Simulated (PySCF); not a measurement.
## ReH₄: from structure and modes to constants

Level of theory: UPBE0 in PySCF with Re def2-TZVP with ECP60, H def2-TZVP; scalar-relativistic core potentials, no spin–orbit coupling; density-fitted integrals.

The doublet minimum has D2d symmetry. Masses (u): Re 186.95575, H 1.00782.

```xyz
5
charge 0 multiplicity 2, angstrom
Re    0.0000    0.0000    0.0000
H     1.3568   -0.0001    0.9226
H    -1.3568    0.0000    0.9226
H     0.0000    1.3568   -0.9226
H     0.0000   -1.3567   -0.9227
```

Harmonic wavenumbers (cm⁻¹): 614.2 (e, ×2), 654.4 (b1, ×1), 692.2 (b2, ×1), 804.2 (a1, ×1), 2132.7 (b2, ×1), 2133.9 (e, ×2), 2169.2 (a1, ×1).

Question: Find the principal moments of inertia and the rotational constants. What kind of rotor is it?

Answer: About the centre of mass I = 7.1421, 7.1421, 7.421 u Å². With B = 16.8576/I this gives 2.36, 2.36, 2.272 cm⁻¹. The molecule is an oblate symmetric top.

Question: What is the harmonic zero-point energy?

Answer: Half the sum of all 9 wavenumbers, 11949/2 = 5974 cm⁻¹, which is 71.5 kJ/mol (1 cm⁻¹ = 0.0119627 kJ/mol).

Question: Find the vibrational entropy and heat capacity at 298.15 K.

Answer: With u = 1.43878 ω/T, each mode gives S = R[u/(eᵘ−1) − ln(1−e⁻ᵘ)] and C = R u² eᵘ/(eᵘ−1)².
| ω (cm⁻¹) | u | S (J/(mol K)) | C (J/(mol K)) |
| --- | --- | --- | --- |
| 614.2 (×2) | 2.964 | 1.78 | 4.19 |
| 654.4 | 3.158 | 1.53 | 3.85 |
| 692.2 | 3.341 | 1.32 | 3.53 |
| 804.2 | 3.881 | 0.85 | 2.69 |
| 2132.7 | 10.292 | 0.00 | 0.03 |
| 2133.9 (×2) | 10.298 | 0.00 | 0.03 |
| 2169.2 | 10.468 | 0.00 | 0.03 |
The sums over all modes are S = 7.3 and C = 18.6 J/(mol K); the softest mode gives 24 % of the entropy (each member, where degenerate).

Question: Give the standard entropy (298.15 K, 1 bar) by its translational, rotational, vibrational and spin parts, and Cp.

Answer: Sackur–Tetrode with M = 190.99 u gives 174.4; rotation with symmetry number 4 gives 61.7; vibration 7.3; spin R ln 2 = 5.8. The total is 249.1 J/(mol K), and Cp = 4 R + 18.6 = 51.8 J/(mol K).

This need not be the most stable arrangement of these atoms. Open d and f shells are described by one determinant, and the ground state may have another occupation or spin. With an element this heavy the missing spin–orbit coupling can shift these numbers.
